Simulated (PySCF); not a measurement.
Computed with B3LYP-D3(BJ)/def2-TZVP // PBE0-D4/def2-TZVP in PySCF 2.14.0. Gas-phase values, no solvent. One relaxed conformer stands for a flexible species; it need not be the lowest. B3LYP has the VWN-RPA correlation part, as in Gaussian. Delta-SCF ions had no search for a lower state. Excitations are Tamm–Dancoff values on a coarser integration grid. The basis has no diffuse functions, so Rydberg states are missing or too high.

Reference species (SMILES): `BC(=C)C(=C)N` (neutral, multiplicity 1).

```json
{
 "brightest of the four lowest singlets (TDA)": "5.07 eV",
 "vertical ionisation energy (Delta-SCF)": "8.11 eV"
}
```

Changed species: `B/C(N)=C\C=C`.

Q: Give the shifts of the brightest of the four lowest singlets (TDA) and vertical ionisation energy (Delta-SCF).

A: the brightest of the four lowest singlets (TDA) falls by 1.66 eV, to 3.41 eV; the vertical ionisation energy (Delta-SCF) falls by 0.50 eV, to 7.61 eV.
